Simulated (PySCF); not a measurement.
An unknown shows these calculated signals:

¹H NMR (600 MHz, computed): δ 9.21 (s, 1H), 6.07 (br s, 1H), 5.48 (br s, 1H), 5.26 (s, 2H), 3.87 (s, 3H).

¹³C{¹H} NMR (computed): δ 198.0 (CH), 191.4 (C), 161.9 (C), 118.8 (CH2), 52.2 (CH3).

Calculated, not measured (PySCF): geometry from GFN2-xTB, NMR shieldings at PBE0/pcSseg-1/GIAO. One computed conformer, averaged over atoms made equivalent by symmetry, fast rotation or ring inversion, gas phase, relativity neglected.

δ = σ(ref) − σ, references computed at the same level: TMS for ¹H (σ = 31.72 ppm) and ¹³C (σ = 186.93 ppm).

Question: Which of these does the molecule contain: an ester, a non-aromatic C=C double bond, an NH or NH2 group, an aldehyde, a heteroaromatic ring, a Si–H bond?

Answer: 
- An ester: no.
- A non-aromatic C=C double bond: yes.
- An NH or NH2 group: no.
- An aldehyde: yes (δC 198.0; δH 9.21 (s)).
- A heteroaromatic ring: no.
- A Si–H bond: yes (δH 5.26 (s)).

The data belong to `C=C(C=O)O[SiH2]C(=O)OC`, C5H8O4Si; they needn't prove each group on their own.

Carbon signals by region: 3 in the far downfield region (above 160 ppm), 1 in the sp2 and nitrile region (100–160 ppm), 1 at 50–100 ppm. Above 160 ppm: 198.0, aldehyde carbonyl carbon, 191.4, carbonyl carbon, 161.9, alkene carbon bearing oxygen.

Shifts are as computed. Against solution values, carbons near 30 ppm lie about +3 ppm off and those near 130 ppm about +5 ppm. Of 1309 compounds with measured shifts, 239 miss one by over three times the rms of a fit or turn the order of signals round; such compounds aren't used in these exercises. Multiplicities follow the n + 1 count of equivalent neighbours, as no J values were calculated; m marks all less simple cases, F and P coupling included.
